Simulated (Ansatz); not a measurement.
Basis-set series for CH₆F₂Si₂, SMILES `C[Si](F)(F)[SiH3]`. Total charge 0; spin multiplicity 1. The structure was optimised at the PBE0-D4/def2-TZVP level.

```json
{"atom": "C1", "x (Å)": "-1.4345", "y (Å)": "1.0192", "z (Å)": "-0.1235"}
{"atom": "Si2", "x (Å)": "0.2880", "y (Å)": "0.4909", "z (Å)": "-0.5312"}
{"atom": "F3", "x (Å)": "0.3791", "y (Å)": "0.2187", "z (Å)": "-2.1030"}
{"atom": "F4", "x (Å)": "1.2782", "y (Å)": "1.7100", "z (Å)": "-0.2371"}
{"atom": "Si5", "x (Å)": "1.0928", "y (Å)": "-1.4020", "z (Å)": "0.5941"}
{"atom": "H6", "x (Å)": "-1.7036", "y (Å)": "1.9068", "z (Å)": "-0.7022"}
{"atom": "H7", "x (Å)": "-2.1488", "y (Å)": "0.2265", "z (Å)": "-0.3576"}
{"atom": "H8", "x (Å)": "-1.5250", "y (Å)": "1.2606", "z (Å)": "0.9381"}
{"atom": "H9", "x (Å)": "0.2201", "y (Å)": "-2.5687", "z (Å)": "0.2935"}
{"atom": "H10", "x (Å)": "2.4833", "y (Å)": "-1.7059", "z (Å)": "0.1679"}
{"atom": "H11", "x (Å)": "1.0705", "y (Å)": "-1.1563", "z (Å)": "2.0611"}
```

```csv
functional,basis,functions,energy (Eh),HOMO (eV),LUMO (eV)
PBE0-D4,def2-SVP,108,-819.66516,-8.27,0.24
PBE0-D4,def2-QZVPP,491,-820.21164,-8.30,-0.12
ωB97M-V,def2-SVP,108,-820.01502,-10.30,2.15
ωB97M-V,def2-QZVPP,491,-820.56832,-10.37,1.41
```

**Question.** Give the rows for def2-TZVPP. (An estimate is asked.)

**Answer.** Computed: 
```
functional       basis  functions  energy (Eh)  HOMO (eV)  LUMO (eV)
   PBE0-D4  def2-TZVPP        261   -820.17803      -8.29      -0.04
   ωB97M-V  def2-TZVPP        261   -820.53680     -10.35       1.72
```

Positive LUMOs are unbound and depend on the basis.
